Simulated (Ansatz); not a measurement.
(MgSe)5 ring (Mg₅Se₅). The state is a triplet with charge 0. Geometry PBE-D4/def2-SVP, that of the neutral singlet; atoms count from 1.

Cartesian coordinates in Å:
```
Mg -2.838 1.435 0.143
Se -2.781 2.086 -2.189
Mg -0.591 1.294 -2.849
Se 1.543 0.609 -3.763
Mg 2.494 -0.594 -1.889
Se 3.670 -1.840 -0.179
Mg 2.100 -1.722 1.661
Se 0.712 -1.766 3.643
Mg -1.166 -0.412 2.935
Se -3.143 0.911 2.486
```

At PBE0-D4/def2-SVP a singlet of charge 0 lies 2.93 eV below the triplet at the same geometry.

(1) Estimate the Mulliken populations from the PBE0/def2-SVP orbitals of Ansatz.

(2) Where does the spin sit?

(3) And the Mayer bond orders between heavy atoms (over 0.3)?

Results:

(1) 
```json
{"atom": "Mg1", "charge (e)": "0.35", "spin (α − β)": "0.10"}
{"atom": "Se2", "charge (e)": "-0.37", "spin (α − β)": "0.12"}
{"atom": "Mg3", "charge (e)": "0.36", "spin (α − β)": "0.08"}
{"atom": "Se4", "charge (e)": "-0.37", "spin (α − β)": "0.12"}
{"atom": "Mg5", "charge (e)": "0.35", "spin (α − β)": "0.11"}
{"atom": "Se6", "charge (e)": "-0.33", "spin (α − β)": "0.33"}
{"atom": "Mg7", "charge (e)": "0.32", "spin (α − β)": "0.19"}
{"atom": "Se8", "charge (e)": "-0.31", "spin (α − β)": "0.42"}
{"atom": "Mg9", "charge (e)": "0.32", "spin (α − β)": "0.19"}
{"atom": "Se10", "charge (e)": "-0.33", "spin (α − β)": "0.33"}
```
Mulliken values depend strongly on the basis.

(2) Summed by element: Mg 0.68, Se 1.32, of 2 unpaired in all. Largest on single atoms: Se8 0.42, Se6 0.33, Se10 0.33.

(3) Mg1–Se2 1.09 (2.42 Å); Mg1–Se10 0.95 (2.42 Å); Se2–Mg3 1.05 (2.42 Å); Mg3–Se4 1.04 (2.42 Å); Se4–Mg5 1.09 (2.42 Å); Mg5–Se6 0.95 (2.42 Å); Se6–Mg7 0.99 (2.42 Å); Mg7–Se8 0.93 (2.42 Å); Se8–Mg9 0.93 (2.42 Å); Mg9–Se10 0.99 (2.42 Å).
